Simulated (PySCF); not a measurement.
C2H7O, charge +1, singlet, at a GFN2-xTB geometry; PySCF with PBE/def2-SVP.

Here is a job for PySCF.
```python
from pyscf import gto, scf, dft, solvent

mol = gto.M(
    atom='''
C     1.229002   -0.376044   -0.006615
C     0.082470    0.601032   -0.001554
O    -1.187187   -0.179769   -0.072140
H    -1.974657    0.385114    0.075086
H     0.076743    1.220246    0.897416
H     0.082282    1.229470   -0.893188
H     2.164696    0.175836   -0.029370
H     1.232477   -0.994834    0.888186
H     1.195690   -1.010221   -0.888520
H    -1.148565   -0.917390    0.576526
''',
    basis='def2-svp',
    charge=1,
    spin=0,
    verbose=4,
)

mf = dft.RKS(mol)
mf.xc = 'pbe'
mf.kernel()
```

Q: Predict the main parts of the log of this PySCF run.

A: 
```
PySCF version 2.14.0

[INPUT] verbose = 4
[INPUT] num. atoms = 10
[INPUT] num. electrons = 26
[INPUT] charge = 1
[INPUT] spin (= nelec alpha-beta = 2S) = 0
[INPUT] symmetry False subgroup None
[INPUT] Mole.unit = angstrom
[INPUT] Symbol           X                Y                Z      unit          X                Y                Z       unit  Magmom
[INPUT]  1 C      1.229002000000  -0.376044000000  -0.006615000000 AA    2.322477186543  -0.710620170786  -0.012500538314 Bohr   0.0
[INPUT]  2 C      0.082470000000   0.601032000000  -0.001554000000 AA    0.155845713493   1.135785872100  -0.002936634398 Bohr   0.0
[INPUT]  3 O     -1.187187000000  -0.179769000000  -0.072140000000 AA   -2.243458288644  -0.339714175687  -0.136324842626 Bohr   0.0
[INPUT]  4 H     -1.974657000000   0.385114000000   0.075086000000 AA   -3.731560919955   0.727759986736   0.141891975789 Bohr   0.0
[INPUT]  5 H      0.076743000000   1.220246000000   0.897416000000 AA    0.145023251977   2.305930744596   1.695870459803 Bohr   0.0
[INPUT]  6 H      0.082282000000   1.229470000000  -0.893188000000 AA    0.155490444981   2.323361578369  -1.687880697748 Bohr   0.0
[INPUT]  7 H      2.164696000000   0.175836000000  -0.029370000000 AA    4.090682582941   0.332281882839  -0.055501256278 Bohr   0.0
[INPUT]  8 H      1.232477000000  -0.994834000000   0.888186000000 AA    2.329043984826  -1.879963799406   1.678428287673 Bohr   0.0
[INPUT]  9 H      1.195690000000  -1.010221000000  -0.888520000000 AA    2.259526629881  -1.909041015284  -1.679059456199 Bohr   0.0
[INPUT] 10 H     -1.148565000000  -0.917390000000   0.576526000000 AA   -2.170473286261  -1.733615849415   1.089476243691 Bohr   0.0

nuclear repulsion = 89.0308127272613
number of shells = 39
number of NR pGTOs = 121
number of NR cGTOs = 77
basis = def2-svp
ecp = {}

******** <class 'pyscf.dft.rks.RKS'> ********
method = RKS
initial guess = minao
damping factor = 0
level_shift factor = 0
DIIS = <class 'pyscf.scf.diis.CDIIS'>
diis_start_cycle = 1
diis_space = 8
diis_damp = 0
SCF conv_tol = 1e-09
SCF conv_tol_grad = None
SCF max_cycles = 50
direct_scf = True
direct_scf_tol = 1e-13
XC library pyscf.dft.libxc version 7.1.2
    S. Lehtola, C. Steigemann, M. J. T. Oliveira, and M. A. L. Marques,  SoftwareX 7, 1–5 (2018)
XC functionals = pbe
    J. P. Perdew, K. Burke, and M. Ernzerhof,  Phys. Rev. Lett. 77, 3865 (1996)
    J. P. Perdew, K. Burke, and M. Ernzerhof,  Phys. Rev. Lett. 78, 1396 (1997)
    J. P. Perdew, K. Burke, and M. Ernzerhof,  Phys. Rev. Lett. 77, 3865 (1996)
    J. P. Perdew, K. Burke, and M. Ernzerhof,  Phys. Rev. Lett. 78, 1396 (1997)
radial grids:
    Treutler-Ahlrichs [JCP 102, 346 (1995); DOI:10.1063/1.469408] (M4) radial grids

becke partition: Becke, JCP 88, 2547 (1988); DOI:10.1063/1.454033
pruning grids: <function nwchem_prune>
grids dens level: 3
symmetrized grids: False
atomic radii adjust function: <function treutler_atomic_radii_adjust>
small_rho_cutoff = 0
Set gradient conv threshold to 3.16228e-05
Initial guess from minao.
tot grids = 110976
init E= -155.387403761581
  HOMO = -0.37258776559378  LUMO = -0.0368190181333716  gap/eV = 9.13673
cycle= 1 E= -154.982034664564  delta_E= 0.405  |g|= 0.457  |ddm|= 2.86
  HOMO = -0.463975062243501  LUMO = -0.241002809418217  gap/eV = 6.06738
cycle= 2 E= -154.945817763666  delta_E= 0.0362  |g|= 0.62  |ddm|= 0.895
  HOMO = -0.51363903803589  LUMO = -0.252648609753426  gap/eV = 7.10191
cycle= 3 E= -155.027761181417  delta_E= -0.0819  |g|= 0.0862  |ddm|=  0.5
  HOMO = -0.517643279671348  LUMO = -0.243631956871202  gap/eV = 7.45623
cycle= 4 E= -155.029166248801  delta_E= -0.00141  |g|= 0.0314  |ddm|= 0.0855
  HOMO = -0.515561362382274  LUMO = -0.243531908496301  gap/eV = 7.40230
cycle= 5 E= -155.029386437669  delta_E= -0.00022  |g|= 0.00546  |ddm|= 0.026
  HOMO = -0.515585455875123  LUMO = -0.24347437697219  gap/eV = 7.40452
cycle= 6 E= -155.029392794115  delta_E= -6.36e-06  |g|= 0.000967  |ddm|= 0.00528
  HOMO = -0.515505322386776  LUMO = -0.243530730234689  gap/eV = 7.40081
cycle= 7 E= -155.029393039712  delta_E= -2.46e-07  |g|= 0.000226  |ddm|= 0.00128
  HOMO = -0.515488142537955  LUMO = -0.243526190918038  gap/eV = 7.40046
cycle= 8 E= -155.02939305015  delta_E= -1.04e-08  |g|= 0.0001  |ddm|= 0.000269
  HOMO = -0.515496743138565  LUMO = -0.243532555661836  gap/eV = 7.40052
cycle= 9 E= -155.029393052649  delta_E= -2.5e-09  |g|= 8.59e-06  |ddm|= 9.07e-05
  HOMO = -0.515497500020515  LUMO = -0.243532217371091  gap/eV = 7.40055
cycle= 10 E= -155.029393052667  delta_E= -1.74e-11  |g|= 1.2e-06  |ddm|= 1.11e-05
  HOMO = -0.515497451065789  LUMO = -0.243532143392602  gap/eV = 7.40055
Extra cycle  E= -155.029393052669  delta_E= -2.16e-12  |g|= 7.27e-07  |ddm|= 2.59e-06
converged SCF energy = -155.029393052669
```
